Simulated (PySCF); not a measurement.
## [Hf(OH)3]+ at several levels of theory

Computed with PySCF 2.14.0 (density fitting, no spin-orbit coupling) at the geometry relaxed with PBE0:

```xyz
7
[Hf(OH)3]+ (singlet)
Hf    0.0000    0.0000   -0.5692
O     1.7815    0.0000    0.0148
H     2.6044    0.0000    0.5143
O    -0.8908    1.5429    0.0148
H    -1.3022    2.2554    0.5143
O    -0.8908   -1.5429    0.0148
H    -1.3022   -2.2554    0.5143
```

| level | basis | state | HOMO (eV) | gap (eV) | charge on Hf1 (e) | dipole about the centre of mass (D) | largest force component (eV/Å) |
| --- | --- | --- | --- | --- | --- | --- | --- |
| PBE0 | Hf def2-SVP with ECP60, O def2-SVP, H def2-SVP | singlet | -14.17 | 6.53 | 1.43 | 0.67 | 0.01 |
| PBE0 | Hf def2-TZVP with ECP60, O def2-TZVP, H def2-TZVP | singlet | -14.25 | 6.49 | 1.78 | 0.79 | 0.44 |

Charges are Mulliken's, which hang on the basis. The relaxation used the grid (50, 194), these runs (75, 302) or, all-electron (x2c bases, spin-free X2C Hamiltonian), (99, 590).

Q: A further run in the first row's basis gives HOMO (eV) -12.32, gap (eV) 3.88, charge on Hf1 (e) 1.22, dipole about the centre of mass (D) 0.39, largest force component (eV/Å) 0.87. Which level was it?
A. M06-L
B. BLYP

A: B. The others give HOMO -12.76 eV (M06-L).

In the first row's basis the gap widens with exact exchange: 3.9 to 5.1 eV for BLYP, M06-L (none); 6.5 eV for PBE0 (a fixed share).
